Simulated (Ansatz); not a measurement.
Cost and result up the ladder for the cluster Ge₁₂N (13 atoms). Total charge 0; doublet. Geometry: PBE-D4/def2-SVP.

```csv
atom,x (Å),y (Å),z (Å)
N1,0.688,-1.450,-0.086
Ge2,1.158,-0.449,-1.891
Ge3,-0.367,-2.530,-1.302
Ge4,2.578,1.436,-0.512
Ge5,0.052,-0.582,1.508
Ge6,-2.452,-1.183,1.761
Ge7,2.389,0.601,2.013
Ge8,-2.499,-1.081,-0.801
Ge9,0.434,2.296,1.343
Ge10,-2.623,1.362,-1.681
Ge11,-1.960,1.141,0.780
Ge12,2.725,-1.345,0.030
Ge13,-0.123,1.785,-1.162
```

Ansatz on 2 threads of AMD EPYC 7R13 on a shared host and a share (18 GiB) of an NVIDIA H100 80GB HBM3. Times are rough, and most runs start from the orbitals of an earlier one. PBE0-D4/def2-TZVP serves as the yardstick here, not as an exact answer. Differences are given only for rows in sets of like size (and for xTB, whose basis is part of the method), since another set adds its own error. Binding counts from free atoms at the same level (N quartet, Ge triplet; other spins of the atoms weren't run), without zero-point energy or a counterpoise term.

Correlated methods freeze 109 core orbitals; core or outer-core shells of Ge are correlated, in sets that lack core-valence functions. The rows differ in basis, and correlated rows in double-zeta sets carry the largest basis error. Single mean-field runs in def2-TZVP are fitted with def2-universal-jkfit. Another isomer (doublet) lies 0.24 eV lower at PBE0-D4/def2-TZVP; other spin states weren't run for this one.

Run but left out: HF/STO-3G, MP2/def2-SVP (⟨S²⟩ 0.92 to 1.06, where a pure state has 0.75).

Correlated methods converge slowly with the basis, most of all in double-zeta sets.

| level | functions | wall time | binding energy per atom (eV) | difference from PBE0-D4/def2-TZVP (eV) |
| --- | --- | --- | --- | --- |
| PBE-D4/def2-SVP | 398 | 8 s | 3.47 | – |
| revPBE-D4/def2-TZVP | 607 | 9 s | 3.33 | 0.04 |
| PBE-D4/def2-TZVP (with forces) | 607 | 9.5 s | 3.48 | 0.19 |
| r2SCAN-D4/def2-TZVP | 607 | 10 s | 3.32 | 0.03 |
| PBE0-D4/def2-SVP | 398 | 13 s | 3.26 | – |
| RPA@PBE/def2-SVP | 398 | 19 s | 2.62 | – |
| PBE0-D4/def2-TZVP | 607 | 20 s | 3.29 | 0.00 |
